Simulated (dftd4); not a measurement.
As4, charge +1, doublet, at a GFN2-xTB geometry (a state made from the parent by changing its charge; the spin is typed, not shown lowest); dftd4 with D4 for wb97x.

Here is a job for dftd4.
```
$ dftd4 mol.xyz --func wb97x --charge 1 --json dftd4.json --noedisp

# file mol.xyz
4

As    -0.91408271     0.11757606    -1.17441154
As     0.56448145     1.36964334     0.18453076
As     0.91952912    -1.12533990    -0.34159932
As    -0.56992786    -0.36187950     1.33148010
```

Problem. What does dftd4 print? Leave out banner, timings and long lists.

Solution. 
```
                    ____  _____ _____     ____  _  _
      -------------|  _ \|  ___|_   _|---|  _ \| || |------------
     |             | | | | |_    | | ___ | | | | || |_           |
     |             | |_| |  _|   | ||___|| |_| |__   _|          |
     |             |____/|_|     |_|     |____/   |_|            |
     |             ===================================           |
     |            E. Caldeweyher, S. Ehlert & S. Grimme          |
     |          Mulliken Center for Theoretical Chemistry        |
     |                    University of Bonn                     |
      -----------------------------------------------------------

Rational (Becke-Johnson) damping: wb97x-D4-ATM
---------------------
  s6         1.0000
  s8         0.5093
  s9         1.0000
  a1         0.0662
  a2         5.4487
 alp        16.0000
--------------------

Dispersion energy:      -5.1281698352650E-02 Eh

[Info] JSON dump of results written to 'dftd4.json'
```
